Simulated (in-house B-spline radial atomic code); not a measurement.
Computed with a B-spline radial atomic code. Model: two electrons, singlet ground state, non-relativistic, full CI in B-splines with partial waves to l = 8 (at full coupling up to 3e-4 hartree above the limit, correlation up to 0.6 % small), density held at that of full coupling by Lieb maximisation.

Along the adiabatic connection the electron repulsion is scaled by a coupling λ while a local potential keeps the density fixed. At λ = 0 the system is the Kohn-Sham one and W equals the exchange energy; the exchange-correlation energy is the area under W between 0 and 1. The kinetic energy rises with λ as the electrons avoid each other, with dT/dλ = −λ dW/dλ.

Command:
```bash
python run_ac.py task.json out
```
Settings (lengths in bohr, energies in hartree):
```
potential              coulomb
strength               1.3
lmax                   8
```

Cost of the run: 50 s on 1 thread of Intel(R) Xeon(R) Processor @ 2.30GHz, on a shared host.

**W = mean repulsion less Hartree energy, and W of three functionals.**

Given: confinement point charge; nuclear charge 1.3; external potential -Z/r.

Computed: LDA exchange minus exact 76.741 millihartree; SCAN exchange minus exact -6.9234 millihartree.

```tsv
coupling	W xc (hartree)	W xc minus exchange (millihartree)	kinetic minus Kohn-Sham (millihartree)	LDA (PW92) W minus its exchange (millihartree)	PBE W minus its exchange (millihartree)	SCAN W minus its exchange (millihartree)
0	-0.58212	0	0	0	0	0
0.02	?	?	?	?	?	?
0.05	-0.58717	-5.05	0.13	-20.9	-4.1	-4.37
0.12	-0.59391	-11.785	0.7	-38.83	-9.87	-10.06
0.25	-0.60547	-23.345	2.82	-62.8	-20.18	-19.68
0.4	-0.61745	-35.33	6.7	-83.56	-31.23	-29.59
0.6	-0.63151	-49.393	13.7	-105.2	-44.54	-41.25
0.8	?	?	?	?	?	?
1	-0.65447	-72.348	31.86	-137.24	-67.06	-60.67
1.4	-0.67233	-90.208	53.15	-160.86	-85.38	-76.32
2	-0.69267	-110.55	87.41	-187.43	-107.34	-94.96
3	-0.71601	-133.89	144.92	-218.6	-134.47	-117.7
4.5	-0.73796	-155.84	225.86	-249.6	-162.54	-140.48
```

(1) What belongs in the row 0.02?

(2) What belongs in the row 0.8?

(3) What is the PBE exchange minus exact?

**Energy parts, natural occupations and partial-wave weights.**

Computed: total energy -1.0298 hartree; exchange energy -0.58212 hartree; kinetic part of the DFT correlation energy 0.03186 hartree; initial slope twice GL2 -0.10307 hartree; kinetic part over minus potential part 0.44037; Hartree energy 1.1642 hartree; Kohn-Sham kinetic 0.99788 hartree.

```json
{"natural": "s", "occupation of the shell (electrons)": "1.9538"}
{"natural": "s", "occupation of the shell (electrons)": "0.027797"}
{"natural": "p", "occupation of the shell (electrons)": "0.016918"}
{"natural": "d", "occupation of the shell (electrons)": "?"}
{"natural": "p", "occupation of the shell (electrons)": "0.00044544"}
{"natural": "s", "occupation of the shell (electrons)": "0.00028967"}
```

(4) What belongs in the row d?

```csv
wave,weight
s,0.99093
p,0.0087005
d,?
f,3.9804e-05
g,8.799e-06
```

(5) What belongs in the row d?

(6) What is the Lieb Oxford ratio E_xc over LDA exchange?

(7) What is the correlation energy?

Results:

(1) W xc (hartree): -0.58417; W xc minus exchange (millihartree): -2.045; kinetic minus Kohn-Sham (millihartree): 0.02; LDA (PW92) W minus its exchange (millihartree): -10.47; PBE W minus its exchange (millihartree): -1.62; SCAN W minus its exchange (millihartree): -1.79.

(2) W xc (hartree): -0.64375; W xc minus exchange (millihartree): -61.627; kinetic minus Kohn-Sham (millihartree): 22.23; LDA (PW92) W minus its exchange (millihartree): -122.62; PBE W minus its exchange (millihartree): -56.42; SCAN W minus its exchange (millihartree): -51.52.

(3) -0.36091 millihartree.

(4) occupation of the shell (electrons): 0.00056416.

(5) weight: 0.00031322.

(6) 1.232.

(7) -0.040488 hartree.

Half-way to full coupling W has made 59 % of its drop, against 50 % for a straight line, and second-order (GL2) theory, half the initial slope, overshoots the correlation energy by about 27 %: a moderate bend, as in light atoms. Over couplings 0 to 1 the errors in E_xc come to about +29 millihartree for LDA, +3.6 millihartree for PBE, -0.4 millihartree for SCAN, so SCAN is nearest. In LDA and PBE and SCAN the errors of exchange and correlation have opposite signs, so the sum is smaller than the larger of the two.
